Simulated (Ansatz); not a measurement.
Geometry optimisation, Ansatz 0.2.0, UKS PBE/def2-SVP.

input.yaml

```yaml
crystal:
  periodic: [false, false, false]
  atoms:
    - { symbol: W, position_ang: [-0.034569, -0.034562, 0.59145] }
    - { symbol: H, position_ang: [0.979073, 0.979086, 1.550592] }
    - { symbol: Cl, position_ang: [2.197615, -0.052249, -0.145315] }
    - { symbol: Cl, position_ang: [-0.05223, 2.197631, -0.145327] }
    - { symbol: Cl, position_ang: [-2.340937, 0.067027, 0.193822] }
    - { symbol: Cl, position_ang: [0.067038, -2.340926, 0.193792] }
    - { symbol: H, position_ang: [-0.216556, -0.216567, -1.15386] }
    - { symbol: Cl, position_ang: [-0.599433, -0.599438, 2.804847] }
magnetization:
  spin_polarized: true
  initial_magnetization: 1
basis:
  gaussian: { orbitals: def2-SVP }
hamiltonian:
  xc: pbe
relax:
  f_tol: 0.03
  max_steps: 50
```

Command:

```bash
$ ansatz run input.yaml --threads 4 --pin off --max-ram 5120MiB --backend cpu --events-out ev --progress --plain --runs-dir out
```

Task: Where does it end, and by what steps?

Result: It converged. The force dipped under the threshold on the way, but the program's further checks kept it going. After 17 steps the energy has fallen by 0.142 eV; Cl8 moved furthest, 0.68 Å.

```tsv
step	energy less start (eV)	largest force component (eV/Å)	accepted
0	0.0000	0.212	yes
1	-0.0030	0.234	yes
2	-0.0157	0.063	yes
3	-0.0160	0.036	yes
4	-0.0161	0.041	yes
5	-0.0161	0.005	yes
6	-0.0165	0.011	yes
7	-0.0176	0.018	yes
8	-0.0220	0.037	yes
9	-0.0386	0.137	yes
10	-0.0472	0.179	yes
11	-0.0945	0.200	yes
12	-0.1113	0.405	yes
13	-0.1253	0.252	yes
14	-0.1361	0.123	yes
15	-0.1361	0.212	no
16	-0.1413	0.066	yes
17	-0.1417	0.027	yes
```

```xyz
8
Properties=species:S:1:pos:R:3
W -0.154 0.051 0.475
H 0.536 1.123 1.643
Cl 2.219 -0.025 0.278
Cl -0.095 2.110 -0.601
Cl -2.428 0.300 0.575
Cl -0.299 -2.293 0.031
H 0.254 -0.334 -1.159
Cl -0.033 -0.933 2.650
```

Whether the end is a true minimum wasn't checked by a vibrational analysis.

The run took 96 s on 4 threads of Arm Neoverse V1 (shared host), peak memory 0.32 GiB.
